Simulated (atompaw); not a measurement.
**oxygen: one change to a PAW (atompaw) potential, before and after**

```json
{"Element": "oxygen (O)", "Generator": "atompaw 4.2.0.5", "Type": "PAW", "Functional": "PBEsol", "Relativity": "non-relativistic", "Frozen core": "[He]", "Valence charge": "6", "Reference configuration": "2s2 2p4", "Partial waves": "2s (bound): rc 0.85 bohr; 2s channel at -0.9 Ry: rc 0.85 bohr; 2p (bound): rc 1.40 bohr; 2p channel at -0.25 Ry: rc 1.40 bohr", "Local potential": "troulliermartins scheme with l = 2 at 0 Ry, radius 1.05 bohr", "Core correction": "smooth core density matched at 1.20 bohr", "Augmentation charge": "gaussian compensation charge, radius 1.30 bohr; PAW radius 1.40 bohr; waves and projectors: custom rrkj vanderbiltortho"}
```

Change: all radii scaled by about 1.16 (s 0.98, p 1.62 bohr); local potential troulliermartins scheme with l = 2 at 0 Ry, radius 1.22 bohr; augmentation gaussian compensation charge, radius 1.52 bohr; PAW radius 1.62 bohr; waves and projectors: custom rrkj vanderbiltortho; core correction smooth core density matched at 1.40 bohr.

Cutoffs: the cutoffs (Ry, on a coarse ladder) from which the occupation-weighted sum of valence levels, in a spherical-Bessel basis at the reference potential, stays within 10 and 1 mRy of its value at 400 Ry; they do not see the model core or the augmentation charge, which bear on the density cutoff.

**Question.** What does the change do?

**Answer.** The potential gets softer (40 Ry and 70 Ry → 30 Ry and 50 Ry); neither file shows a bound ghost. A larger radius leaves more room for a smooth pseudo-wave, so fewer plane waves are needed.

```csv
quantity,base,changed
"cutoff, loose",40 Ry,30 Ry
"cutoff, tight",70 Ry,50 Ry
loose cutoff by channel (10 mRy a level),"s 15 Ry, p 30 Ry","s 18 Ry, p 25 Ry"
bound ghosts,none,none
lowest overlap eigenvalue by channel,"s 0.52, p 0.93","s 0.53, p 0.96"
```

 The cutoffs see the waves, projectors and local potential, not the compensation charge or the core.
